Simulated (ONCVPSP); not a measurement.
What one change does to a pseudopotential (Pb, ONCV)

Pb, optimised norm-conserving Vanderbilt (ONCV), made with ONCVPSP 4.0.1 (PBE, scalar-relativistic). Core [Xe] 4f14 5d10, reference 6s2 6p2. Waves: 6s: rc 2.05 bohr, ncon 4, nbas 8, qcut 3.4 1/bohr, 2 projectors, debl 2.5 Ha; 6p: rc 2.05 bohr, ncon 4, nbas 8, qcut 3.7 1/bohr, 3 projectors, debl 1 Ha. Local part: polynomial inside 1.30 bohr (lpopt 3, dvloc0 6 Ha). Core correction: none.

All-electron outer shells of the reference configuration (PBE, scalar-relativistic, ld1.x):

```tsv
shell	level (eV)	outermost node (bohr)	outermost maximum (bohr)
5p	-85.83	0.49	0.88
5d	-21.18	0.52	1.07
6s	-12.04	1.01	1.95
6p	-3.50	1.18	2.67
```

Change: all radii scaled by about 1.12 (s 2.30, p 2.30 bohr); local potential polynomial inside 1.46 bohr (lpopt 3, dvloc0 6 Ha).

Cutoffs: the cutoffs (Ha) at which the residual kinetic energy of the hardest occupied pseudo-wave falls to 1 and 0.1 mHa per electron; they do not see the model core or the augmentation charge, which bear on the density cutoff. Errors are all-electron minus pseudo energies relative to the spin-unpolarised reference configuration.

Task: How do hardness, ghosts and transferability respond?

Result: The potential gets softer (7.9 Ha and 36 Ha → 5.9 Ha and 27 Ha); both files keep a bound ghost (p); the lowest positive-energy flag moves from s at 51.8 eV to s at 100.0 eV; the errors of the 4 common tests hardly move. A larger radius leaves more room for a smooth pseudo-wave, so fewer plane waves are needed.

```tsv
quantity	base	changed
cutoff, loose	7.9 Ha	5.9 Ha
cutoff, tight	36 Ha	27 Ha
loose cutoff by channel	s 7.9 Ha, p 4.9 Ha	s 5.9 Ha, p 5.0 Ha
bound ghosts	p	p
GHOST(+) flags under 300 eV	s at 51.8 eV	s at 100.0 eV
error for 6s2 6p1, meV [ΔE 6.58 eV]	+8.4	+8.5
error for 6s2 6p0, meV [ΔE 20.02 eV]	+81	+82
error for 6s1 6p0, meV [ΔE 52.43 eV]	+161	+157
error for 6s2 6p1.5, meV [ΔE 2.49 eV]	+1.1	+1.1
```

Base: The cutoffs count occupied waves only; projector 3 of the p channel, the hardest unoccupied one, needs 55 Ha at the loose tolerance. Changed file: The cutoffs count occupied waves only; projector 3 of the p channel, the hardest unoccupied one, needs 18 Ha at the loose tolerance. A true bound ghost makes a file unfit for plane-wave use even where its test errors are small: the radial tests pick states by their node count and pass the ghost by.
